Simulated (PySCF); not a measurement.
Magnetic shielding above rings: a mixed set.

NICS = −σ at a ghost point: NICS(0) at the centroid of the ring atoms, NICS(1) 1 Å to either side along the normal of their mean plane, zz for the tensor component along that normal. Level: GIAO PBE0/pcSseg-1 (PySCF, non-relativistic, gas phase) on the GFN2-xTB geometries, one conformer each. Atom numbers follow the mapped SMILES.

Task: Order these rings by mean NICS(1)zz, lowest (most negative) first (ppm).
A. ring Si3–C4–C5–C6 in `[CH:1]#[C:2][Si@@H:3]1[CH2:4][CH2:5][C@H:6]1[C:7]([F:8])([F:9])[F:10]`
B. ring C4–C5–N6–C7–N8 in `[CH3:1][S:2][CH2:3][c:4]1[cH:5][nH+:6][cH:7][nH:8]1` (charge +1)
C. ring C3–C4–C6 in `[CH3:1][O:2][CH:3]1[C:4]([CH3:5])=[C:6]1[CH3:7]`
D. ring N2–C3–C7–C8–N9 in `[CH3:1][n:2]1[c:3]([CH:4]2[CH2:5][CH2:6]2)[cH:7][cH:8][n+:9]1[CH3:10]` (charge +1)
E. ring C5–C6–C7 in `[CH2:1]=[CH:2][P@:3](=[S:4])([CH:5]1[CH2:6][CH2:7]1)[C:8]([F:9])([F:10])[F:11]`

Result: B (-27.5), E (-26.2), D (-24.8), C (-17.0), A (3.8).

```json
{"SMILES": "CSCc1c[nH+]c[nH]1", "ring": "5-membered ring with 2 N; formal bonds all aromatic", "NICS(0)": "-14.0", "NICS(1)": "-10.2", "NICS(1)zz": "-27.5", "HOMA": "0.94", "rms pucker (Å)": "0.00", "ring atoms with four or more neighbours": "0"}
{"SMILES": "C=C[P@](=S)(C1CC1)C(F)(F)F", "ring": "3-membered carbocycle; formal bonds all single", "NICS(0)": "-45.7", "NICS(1)": "-9.9", "NICS(1)zz": "-26.2", "HOMA": "–", "rms pucker (Å)": "0.00", "ring atoms with four or more neighbours": "3"}
{"SMILES": "Cn1c(C2CC2)cc[n+]1C", "ring": "5-membered ring with 2 N; formal bonds all aromatic", "NICS(0)": "-13.4", "NICS(1)": "-10.7", "NICS(1)zz": "-24.8", "HOMA": "0.93", "rms pucker (Å)": "0.00", "ring atoms with four or more neighbours": "0"}
{"SMILES": "COC1C(C)=C1C", "ring": "3-membered carbocycle; formal bonds 1 double, 2 single", "NICS(0)": "-30.5", "NICS(1)": "-9.5", "NICS(1)zz": "-17.0", "HOMA": "–", "rms pucker (Å)": "0.00", "ring atoms with four or more neighbours": "1"}
{"SMILES": "C#C[Si@@H]1CC[C@H]1C(F)(F)F", "ring": "4-membered ring with Si; formal bonds all single", "NICS(0)": "1.5", "NICS(1)": "-0.3", "NICS(1)zz": "3.8", "HOMA": "–", "rms pucker (Å)": "0.05", "ring atoms with four or more neighbours": "4"}
```

NICS(0) gives another order. The isotropic NICS(1) gives another order. HOMA uses Krygowski's 1993 parameters; it is left out where a ring has a four-coordinate atom, a triple bond, no multiple bond or a kind of bond without parameters. NICS(1) and NICS(1)zz are means over the two faces.
